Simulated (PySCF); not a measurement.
Compound: 1,4-dimethylimidazole, C₅H₈N₂.
SMILES with atom numbers: `[CH3:1][c:2]1[cH:3][n:4]([CH3:5])[cH:6][n:7]1` (hydrogens: H8, H9, H10 on C1; H11 on C3; H12, H13, H14 on C5; H15 on C6)

All values: PBE0/def2-SVPD (PySCF, non-relativistic), on one gas-phase PBE0-D3(BJ)/def2-SVP geometry that isn't relaxed in the solvent. The solvent is an IEF-PCM continuum (Bondi radii, 1.10 Å for H, scaled by 1.2). Only the electrostatic response of the medium enters.

Gas phase at PBE0/def2-SVPD: HOMO -6.32 eV, LUMO 0.57 eV, dipole 3.75 D.

Q: What does the continuum do to the energy, the frontier levels and the dipole at PBE0/def2-SVPD in cyclohexane and acetonitrile?

A: 
| solvent | ε | E(solvent) − E(gas) (kcal/mol) | polarisation term (kcal/mol) | distortion of the solute (kcal/mol) | HOMO (eV) | LUMO (eV) | dipole (D) |
| --- | --- | --- | --- | --- | --- | --- | --- |
| cyclohexane | 2.017 | -2.89 | -3.15 | 0.26 | -6.34 | 0.63 | 4.27 |
| acetonitrile | 35.69 | -7.62 | -9.62 | 2.00 | -6.43 | 0.59 | 5.19 |

The first energy column is the sum of the next two and covers electrostatics alone. The atom shares or the degeneracy of the LUMO differ from the gas phase in cyclohexane and acetonitrile, so that column needn't follow one orbital. From cyclohexane to acetonitrile the lowering changes by a factor 2.64, Onsager's factor (ε − 1)/(2ε + 1) by 2.37 and ε itself by 17.7.

Q: Which radius a makes the point-dipole formula ΔE = −[(ε − 1)/(2ε + 1)]·μ²/a³ give the value in acetonitrile, with the gas-phase dipole?

A: μ = 1.474 au and |ΔE| = 0.01215 Eh give a = 2.33 Å; the farthest nucleus lies 3.25 Å from the centroid of the nuclei, so such a sphere wouldn't even hold the nuclei. The formula assumes a rigid point dipole at the centre of a sphere.

Q: How does the static polarisability (PBE0/def2-SVPD, frozen core, with the continuum's full static response) change?

A: 
```tsv
medium	isotropic (au)	principal values (au)	⟨r²⟩ of the electrons (bohr²)
gas	73.2	50.9, 74.5, 94.3	776.8
cyclohexane	82.1	56.6, 85.0, 104.8	776.2
acetonitrile	98.6	70.0, 105.0, 120.8	775.4
```

The isotropic value in acetonitrile is 1.35 times the gas-phase one; no cavity-field correction is applied. ⟨r²⟩ is taken about the centre of nuclear charge.

Cost: about 70 s of CPU time on one thread; the machine was shared, so the figure is rough. This is the whole response run at PBE0/def2-SVPD in acetonitrile, SCF included.
